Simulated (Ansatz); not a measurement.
`CCC1=NC1` + `[OH][GeH3]` → `CC[O][GeH3]` + `C1=NC1`  (substitution at a C–C bond)

Calculated with Ansatz (gas phase, PBE0-D4/def2-TZVP geometries, no zero-point term in ΔE). CCSD(T)/CBS is the MP2 limit (def2-TZVPP, def2-QZVPP) plus CCSD(T) − MP2 in def2-TZVPP, frozen cores. Functionals use def2-TZVPP. HSE06 is defined as in plane-wave codes. For Ge outer-core shells are correlated without core-valence functions, which leaves a few kJ/mol of doubt a bond. Scalar relativity is left out up to krypton. One conformer a species, not always the lowest.

| level | ΔE (kJ/mol) |
| --- | --- |
| revPBE-D4 | 74.7 |
| r2SCANh-D4 | 75.6 |
| ωB97X-V | 71.2 |
| BLYP | 68.6 |
| HSE06 | 77.3 |
| MP2/def2-TZVPP | 79.7 |
| CCSD(T)/def2-TZVPP | 72.0 |
| HF/CBS(def2) | 70.1 |

Question: What does CCSD(T)/CBS give? (Estimate.)

Answer: Ansatz gave: +73.6 kJ/mol. The listed levels differ from it by 1.1, 2.0, -2.4, -5.0, 3.7, 6.1, -1.6, -3.5 kJ/mol.

Largest T1 diagnostic among the species: 0.012.

Leaving LDA and LC-ωPBE aside and taking each functional with its dispersion term where it has one, the values, not all of them listed here, spread over 10.0 kJ/mol, from BLYP-D4 to PBE-QIDH. At CCSD(T), def2-SVP lies −9.7 kJ/mol from the extrapolated value and def2-TZVPP −1.6 kJ/mol.
